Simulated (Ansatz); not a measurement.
Appearance energy of a fragment ion: CH7ClSi2 → [SiH3]+ + SiH2(CH2)Cl + e⁻

Species: CH7ClSi2 `[SiH3]C[SiH2]Cl`, singlet; [SiH3]+ `[SiH3+]`, singlet; SiH2(CH2)Cl, doublet. 

Shapes, held fixed at every level: PBE0-D4/def2-TZVP. Flexible molecules stand in one conformer, not always the lowest. Programs: Ansatz 0.2.0. Electronic energies: no zero-point or thermal term.

```tsv
level	kind	ΔE (eV)	less CCSD(T)/CBS estimate	CPU time (sum over the molecules)
HF/def2-TZVPP	Hartree–Fock	+10.32	-1.77	–
PBE0-D4/def2-TZVPP	global hybrid	+12.08	-0.01	27 s
r2SCAN0-D4/def2-TZVPP	global hybrid	+12.00	-0.09	42 s
wB97M-V/def2-TZVPP	range-separated hybrid	+11.99	-0.10	92 s
B2PLYP/def2-TZVPP	double hybrid	+11.81	-0.28	43 s
MP2/def2-TZVPP	perturbation theory	+12.02	-0.07	–
CCSD(T)/CBS estimate	coupled cluster or CI	+12.09	0.00	14 min
```

The highest level, CCSD(T)/CBS estimate, gives ΔE = +12.09 eV; the levels span +10.32 to +12.09. The column of differences is taken from that level and isn't an error. No measured value is set beside it here. Open shells run unrestricted unless RO is named. The CBS estimate extrapolates MP2 from def2-TZVPP and def2-QZVPP and adds CCSD(T) − MP2 in the triple-zeta set, cores frozen. The onset seen in experiment also holds zero-point changes and kinetic shifts. Times are processor times on shared x86 and Arm servers, and rough.
